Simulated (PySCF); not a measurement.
C₃H₄O₂Si, SMILES C1([SiH2]C(=O)O1)=C. Atoms are numbered in the order given.

```xyz
10

C      0.6130     2.3400     0.0000
C      0.2130     1.0613     0.0000
O      1.1268    -0.0215     0.0000
C      0.2879    -1.1621     0.0000
O      0.7033    -2.2834     0.0000
Si    -1.3231    -0.0437     0.0000
H      1.6819     2.6057     0.0000
H     -0.1300     3.1492     0.0000
H     -2.1765    -0.0695     1.2342
H     -2.1765    -0.0695    -1.2342
```
Charge 0, spin multiplicity 1.

Coordinates come from a PBE-D3(BJ)/def2-SVP optimisation. This is a generated structure with no PubChem entry under its InChIKey; it may be hypothetical.

These are PySCF with PBE-D3(BJ)/def2-SVP values and carry that method's errors.

Frequencies are harmonic and unscaled.

**Question.** Give all harmonic wavenumbers and intensities. (Estimate from the structure and the level; the computed values follow.)

**Answer.** 
```tsv
mode	ν (cm⁻¹)	IR (km/mol)	moving atoms (share of kinetic energy)
1	124	0.1	O 71 %, C 20 %, H 9 %
2	278	0.4	C 32 %, O 27 %, H 27 %, Si 14 %
3	310	3.7	H 62 %, C 30 %
4	350	8.1	H 47 %, C 42 %, O 10 %
5	363	1.9	O 36 %, Si 35 %, C 15 %, H 14 %
6	531	4.7	C 37 %, O 36 %, Si 24 %
7	625	26.2	H 59 %, C 28 %, Si 10 %
8	626	6.4	C 48 %, H 27 %, Si 19 %
9	642	12.9	O 33 %, C 33 %, H 29 %
10	650	0.8	C 50 %, H 41 %
11	709	19.8	H 52 %, O 21 %, Si 18 %, C 9 %
12	715	1.2	H 84 %, C 10 %
13	838	40.9	H 72 %, C 28 %
14	892	130.9	H 49 %, O 33 %, C 15 %
15	908	203.2	H 61 %, O 25 %, C 10 %
16	936	206.4	C 50 %, H 27 %, O 21 %
17	1141	35.4	C 59 %, O 23 %, H 17 %
18	1338	0.4	H 88 %, C 12 %
19	1676	98.8	C 92 %
20	1880	338.2	C 63 %, O 36 %
21	2175	61.0	H 98 %
22	2193	71.1	H 95 %
23	3090	0.1	H 94 %
24	3197	0.0	H 89 %, C 11 %
```
